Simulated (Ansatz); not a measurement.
Born–Oppenheimer molecular dynamics of ClFGeH2 (5 atoms, charge 0, multiplicity 1). It starts from a relaxed structure.

All numbers below come from Ansatz 0.2.0, RHF/def2-SVP.

* ensemble: NVE (velocity Verlet)
* time step: 0.25 fs
* steps asked: 250
* starting velocities drawn for: 1000 K
* seed: 934819

First frame:

```xyz
5
Properties=species:S:1:pos:R:3
Ge 0.031 -0.053 -0.003
Cl -0.001 0.002 2.142
H 1.466 0.045 -0.484
F -0.784 1.359 -0.543
H -0.771 -1.247 -0.484
```

Question: How far do the bonds stretch over the last three quarters of this one trajectory? (Pairs bonded in most of those frames.)

Answer: 
```csv
bond,mean (Å),spread (Å),shortest,longest
Ge1–Cl2,2.151,0.078,2.05,2.25
Ge1–H3,1.520,0.006,1.51,1.53
Ge1–F4,1.723,0.025,1.68,1.76
Ge1–H5,1.517,0.036,1.47,1.57
```

Mean temperature of the second half: 411 K. The conserved energy stayed within 0.024 meV per atom of its start (net change 0.014 meV per atom), so the integration is sound. A run of 0.062 ps of so small a system gives no equilibrium averages.

Run time: 2.6 min on 1 thread of INTEL(R) XEON(R) PLATINUM 8581C CPU @ 2.30GHz (Emerald Rapids) (shared host), peak memory 0.15 GiB.
